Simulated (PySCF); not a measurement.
Run record: geometry optimisation, `CC(=O)[SiH2][SeH]`.

Computed with PBE0-D3(BJ)/def2-SVP geometry optimisation, gas phase (PySCF 2.14.0). Start geometry: GFN2-xTB. A driver script takes a list of jobs; this job's settings line and coordinates (Å) are shown.

Command:
```bash
OMP_NUM_THREADS=1 python probes_run.py task.json out
```

Input:
```
{"job": {"xc": "PBE0", "basis": "def2-SVP", "d3": "d3bj", "grid": 1, "shake": 0.01, "kind": "geom"}, "charge": 0, "multiplicity": 1}
C     -1.583810     0.136280    -0.580340
C     -0.144000    -0.134500    -0.531880
O      0.429170    -0.724720    -1.413170
Si     0.857330     0.496230     1.026220
Se     2.903920    -0.219100     0.553190
H     -1.752560     1.244090    -0.540500
H     -2.076850    -0.275310     0.288450
H     -2.037420    -0.228360    -1.498360
H      0.720660     1.954840     1.125760
H      0.257730    -0.137720     2.231760
H      2.463950    -0.782760    -0.676800
```

Output:
```
step   0  E = -2845.02757586  max force = 0.027788
step   1  E = -2845.03212021  max force = 0.010995
step   2  E = -2845.03257433  max force = 0.002279
step   3  E = -2845.03249346  max force = 0.004369
step   4  E = -2845.03262563  max force = 0.000697
step   5  E = -2845.03263038  max force = 0.000109
optimisation converged
```

Energies in Eh; «max force» is the largest Cartesian gradient component in Eh/bohr.

Question: At which steps does the energy rise by more than 1e-5 Eh?

Answer: At step 3 (+0.08 mEh).

Summary of the converged run: final energy -2845.03263 Eh after 5 steps; dipole 2.91 D.

On one thread of an Arm Neoverse N1, on a shared host, this took 66 s and 0.50 GiB of memory at its peak.
Labels such as C1 count atoms from 1, the log's own numbers from 0.
